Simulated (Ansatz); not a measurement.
One change: `C=C=C[SiH2]C` becomes `C=C=CO`.

Ansatz, PBE0-D4/def2-TZVP geometries, multiplicity 1. Each molecule was computed in one conformer, which needn't be the lowest.

```json
{"property": "HOMO–LUMO gap (PBE0/def2-TZVPP) / eV", "`C=C=C[SiH2]C`": "7.37"}
{"property": "size of the dipole moment (ωB97M-V/def2-TZVPP) / D", "`C=C=C[SiH2]C`": "0.73"}
{"property": "size of the dipole moment (PBE/def2-TZVPP) / D", "`C=C=C[SiH2]C`": "0.73"}
{"property": "HOMO energy (ωB97M-V/def2-TZVPP) / eV", "`C=C=C[SiH2]C`": "-9.63"}
{"property": "HOMO energy (PBE0/def2-TZVPP) / eV", "`C=C=C[SiH2]C`": "-7.43"}
{"property": "LUMO energy (B3LYP/def2-TZVPP) / eV", "`C=C=C[SiH2]C`": "-0.28"}
```

Question: What does the change do to each property? (Best estimate.)

Answer: The calculation gave: 
```
                                          property  `C=C=CO`  shift
              HOMO–LUMO gap (PBE0/def2-TZVPP) / eV      6.33  -1.04
size of the dipole moment (ωB97M-V/def2-TZVPP) / D      1.21   0.48
    size of the dipole moment (PBE/def2-TZVPP) / D      1.10   0.37
             HOMO energy (ωB97M-V/def2-TZVPP) / eV     -8.88   0.75
                HOMO energy (PBE0/def2-TZVPP) / eV     -6.65   0.78
               LUMO energy (B3LYP/def2-TZVPP) / eV     -0.58  -0.30
```

With PBE0 the HOMO rises by 0.78 eV and the LUMO falls by 0.26 eV, so the gap narrows by about 1.04 eV. PBE moves the HOMO by 0.89 eV and ωB97M-V by 0.75 eV. Dipoles are sizes alone; their direction can turn.

B3LYP here is the variant with VWN-RPA as its local correlation; programs differ in this.
